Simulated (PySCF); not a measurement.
disulfane (H2S2), singlet, geometry from GFN2-xTB; CAMB3LYP/cc-pVDZ run with PySCF.

Input for PySCF:
```python
from pyscf import gto, scf, dft

mol = gto.Mole()
mol.atom = '''
    S    -0.89880885    0.02604772    0.48959929
    S     0.89707958    0.07839641   -0.48718121
    H    -1.52188329   -0.85435140   -0.30564322
    H     1.54955162   -0.81675470    0.26695388
'''
mol.basis = 'cc-pvdz'
mol.verbose = 4
mol.build()

mf = dft.RKS(mol)
mf.xc = 'camb3lyp'
mf.kernel()
mf.analyze()
```

### Question
Write the output that PySCF gives for this input, abridged.

### Answer

```
PySCF version 2.14.0

[INPUT] verbose = 4
[INPUT] num. atoms = 4
[INPUT] num. electrons = 34
[INPUT] charge = 0
[INPUT] spin (= nelec alpha-beta = 2S) = 0
[INPUT] symmetry False subgroup None
[INPUT] Mole.unit = angstrom
[INPUT] Symbol           X                Y                Z      unit          X                Y                Z       unit  Magmom
[...]
nuclear repulsion = 85.5655680415142
number of shells = 16
number of NR pGTOs = 96
number of NR cGTOs = 46
basis = cc-pvdz
ecp = {}

******** <class 'pyscf.dft.rks.RKS'> ********
method = RKS
initial guess = minao
damping factor = 0
level_shift factor = 0
DIIS = <class 'pyscf.scf.diis.CDIIS'>
diis_start_cycle = 1
diis_space = 8
diis_damp = 0
SCF conv_tol = 1e-09
SCF conv_tol_grad = None
SCF max_cycles = 50
direct_scf = True
direct_scf_tol = 1e-13
XC library pyscf.dft.libxc version 7.1.2
    S. Lehtola, C. Steigemann, M. J. T. Oliveira, and M. A. L. Marques,  SoftwareX 7, 1–5 (2018)
XC functionals = camb3lyp
    T. Yanai, D. P. Tew, and N. C. Handy,  Chem. Phys. Lett. 393, 51 (2004)
radial grids:
    Treutler-Ahlrichs [JCP 102, 346 (1995); DOI:10.1063/1.469408] (M4) radial grids

becke partition: Becke, JCP 88, 2547 (1988); DOI:10.1063/1.454033
pruning grids: <function nwchem_prune>
grids dens level: 3
symmetrized grids: False
atomic radii adjust function: <function treutler_atomic_radii_adjust>
small_rho_cutoff = 0
Set gradient conv threshold to 3.16228e-05
Initial guess from minao.
tot grids = 57376
init E= -797.673284900158
[...]
cycle= 1 E= -797.583468744807  delta_E= 0.0898  |g|= 0.18  |ddm|= 1.75
[...]
cycle= 2 E= -797.59448122564  delta_E= -0.011  |g|= 0.0879  |ddm|= 0.307
[...]
cycle= 3 E= -797.596922124607  delta_E= -0.00244  |g|= 0.00915  |ddm|= 0.0896
[...]
cycle= 4 E= -797.596956463256  delta_E= -3.43e-05  |g|= 0.00375  |ddm|= 0.0152
[...]
cycle= 5 E= -797.596961321431  delta_E= -4.86e-06  |g|= 0.00077  |ddm|= 0.00436
[...]
cycle= 6 E= -797.59696154798  delta_E= -2.27e-07  |g|= 0.000196  |ddm|= 0.00112
[...]
cycle= 7 E= -797.596961562971  delta_E= -1.5e-08  |g|= 2.71e-05  |ddm|= 0.000283
[...]
cycle= 8 E= -797.596961563655  delta_E= -6.84e-10  |g|= 6.76e-06  |ddm|= 8.19e-05
[...]
Extra cycle  E= -797.596961563708  delta_E= -5.25e-11  |g|= 2.73e-06  |ddm|= 2.24e-05
converged SCF energy = -797.596961563708
**** SCF Summaries ****
Total Energy =                        -797.596961563707509
Nuclear Repulsion Energy =              85.565568041514211
One-electron Energy =                -1271.388368333523886
Two-electron Energy =                  388.225838728302165
Two-electron Coulomb Energy =          440.369988243853243
DFT Exchange-Correlation Energy =      -52.144149515551078
HOMO-LUMO gap [eV] =                     9.215024001905956
**** MO energy ****
[...]
 ** Mulliken pop on meta-lowdin orthogonal AOs  **
 ** Mulliken pop  **
 ** Mulliken atomic charges  **
charge of    0S =     -0.08577
charge of    1S =     -0.08577
charge of    2H =      0.08577
charge of    3H =      0.08577
Dipole moment(X, Y, Z, Debye):  0.02202, -1.32983, -0.03079
```
